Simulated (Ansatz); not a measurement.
Frontier orbitals of CH4AlNO, SMILES `N=[C](O)[AlH2]`.

Charge 0, multiplicity 1. Geometry: relaxed with PBE0-D4/def2-TZVP. It is one conformer, not always the lowest. Basis def2-TZVPP, Ansatz 0.2.0.

Orbital energies of one run (eV). Highest occupied ones, from the top: -7.25, -7.83, -8.70, -9.89, -10.94, -11.44, -12.56, -14.52, -17.00, -24.20, -29.31, -73.35, -73.36, -73.59. Empty: -2.34, 0.41, 0.41, 0.66, 1.24, 1.60.

Task: Which functional gave them?
A. B3LYP
B. ωB97X-V
C. r2SCAN
D. r2SCAN0

Result: A. HOMO energies: B3LYP -7.25, r2SCAN -6.33, ωB97X-V -9.86, r2SCAN0 -7.64 eV.

B3LYP here is the variant with VWN-RPA as its local correlation; programs differ in this.
